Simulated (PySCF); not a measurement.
Simulated P 2p region for `P[SiH](P)Br`, binding energy against the vacuum level.

Every computed line was given a Gaussian of 1.0 eV full width at half maximum and an area set by the number of equivalent atoms (split 2:1 within a doublet); the highest printed point is 100. The calculation used delta-SCF UKS SCAN, pcX-2 on the ionised atom, pcseg-1 elsewhere, spin-free X2C in PySCF.

(binding energy (eV), intensity): (135.1, 0), (135.2, 0), (135.3, 1), (135.4, 2), (135.5, 4), (135.6, 6), (135.7, 11), (135.8, 17), (135.9, 26), (136.0, 37), (136.1, 50), (136.2, 63), (136.3, 77), (136.4, 88), (136.5, 96), (136.6, 100), (136.7, 100), (136.8, 96), (136.9, 90), (137.0, 84), (137.1, 77), (137.2, 71), (137.3, 66), (137.4, 61), (137.5, 56), (137.6, 51), (137.7, 44), (137.8, 37), (137.9, 29), (138.0, 22), (138.1, 16), (138.2, 11), (138.3, 7), (138.4, 4), (138.5, 3), (138.6, 1), (138.7, 1), (138.8, 0), (138.9, 0)

Problem. How many maxima does the curve show, and how many computed lines lie under it?

Solution. The curve has 1 maximum (at 136.6 eV). Under it lie 2 lines from 1 inequivalent phosphorus site, drawn as a 2p3/2, 2p1/2 pair. At this width some lines have no maximum of their own.

Problem. Decompose the envelope and assign each component. Numbering: `[PH2:1][SiH:2]([PH2:3])[Br:4]`.

Solution. 
| position (eV) | relative area | line | atoms | environment |
| --- | --- | --- | --- | --- |
| 136.58 | 1.33 | P 2p3/2 | P1/P3 | three-coordinate phosphorus |
| 137.47 | 0.67 | P 2p1/2 | P1/P3 | three-coordinate phosphorus |

Problem. What are the centre and the root-mean-square width of the whole band?

Solution. The area-weighted mean of the lines is 136.88 eV. Their own spread about it is 0.42 eV (rms) and each Gaussian has σ = 1.0/2.355 = 0.42 eV; the variances add, which gives 0.60 eV.

Shake-up satellites, vibrational structure and lifetime widths aren't simulated. Topologically equivalent atoms share the value of their first member; where this conformer doesn't relate them by symmetry, their own values could differ. The 2p values add to the ΔSCF energy of one spin-free hole a correction within the shell (spin–orbit coupling, ligand field). 2p1/2 minus 2p3/2 (ligand field included): P 0.89 eV. The structure is a single PBE0-D3(BJ)/def2-SVP conformer in the gas phase; no vibrational or solvent corrections.

Conformer computed: `[PH2:1][SiH:2]([PH2:3])[Br:4]`: H–P1–Si2–P3 44°, H–P1–Si2–P3 -50°, H–P3–Si2–P1 165°, H–P3–Si2–P1 71°.
